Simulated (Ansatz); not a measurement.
`B[SiH](F)Cl` + `S[CH2][GeH3]` → `BS[CH2][GeH3]` + `F[SiH2]Cl`  (cleavage of the B–Si bond)

Isolated molecules relaxed with PBE0-D4/def2-TZVP in Ansatz; ΔE leaves out vibrations. CBS: MP2 limit from def2 TZ/QZ plus the TZ coupled-cluster correction, frozen cores. This one scheme is used for every species. Functionals use def2-TZVPP. B3LYP here is the variant with VWN-RPA as its local correlation; programs differ in this. For Ge outer-core shells are correlated without core-valence functions, which leaves a few kJ/mol of doubt a bond. Scalar relativity is left out up to krypton. Each species was taken in one conformer, which may not be the lowest.

`B[SiH](F)Cl`:

Z-matrix (Å, degrees):
```
Si
F 1 1.596
Cl 1 2.059 2 108.5
B 1 1.998 2 113.8 3 111.1
H 1 1.480 2 106.4 3 -115.8
H 4 1.194 1 119.9 2 159.6
H 4 1.193 1 121.0 2 -25.7
```

`S[CH2][GeH3]`:

Z-matrix (Å, degrees):
```
C
Ge 1 1.962
S 1 1.808 2 112.6
H 1 1.091 2 111.2 3 -125.2
H 1 1.092 2 108.8 3 116.5
H 2 1.541 1 110.6 3 176.5
H 2 1.539 1 108.3 3 56.9
H 2 1.535 1 109.4 3 -62.4
H 3 1.343 1 97.4 2 -52.6
```

`BS[CH2][GeH3]`:

```xyz
11

B     2.142   -0.477    0.355
S     1.307    0.270   -0.990
C    -0.397   -0.335   -0.901
Ge   -1.474    0.698    0.379
H     3.293   -0.190    0.473
H     1.582   -1.232    1.090
H    -0.823   -0.241   -1.901
H    -0.393   -1.390   -0.629
H    -0.869    0.527    1.780
H    -1.442    2.180   -0.023
H    -2.927    0.188    0.368
```

`F[SiH2]Cl`:

```xyz
5

F    -0.738    1.066   -0.926
Si   -0.031    0.071    0.093
Cl    0.773   -1.480   -0.953
H    -1.058   -0.456    1.012
H     1.055    0.800    0.774
```

CCSD(T)/CBS gives -132.8 kJ/mol.

Question: Another level gave -129.9 kJ/mol. Which?
A. HF/def2-TZVPP
B. B3LYP/def2-TZVPP
C. r2SCAN/def2-TZVPP
D. MP2/def2-TZVPP

Answer: B. B3LYP -129.9, r2SCAN -136.3, HF/def2-TZVPP -120.4, MP2/def2-TZVPP -142.2 kJ/mol.

Largest T1 diagnostic among the species: 0.013.

In def2-TZVPP, CCSD(T) changes the Hartree–Fock value by −13.2 kJ/mol (the triples alone add −4.3 kJ/mol) and MP2 by −21.8 kJ/mol.
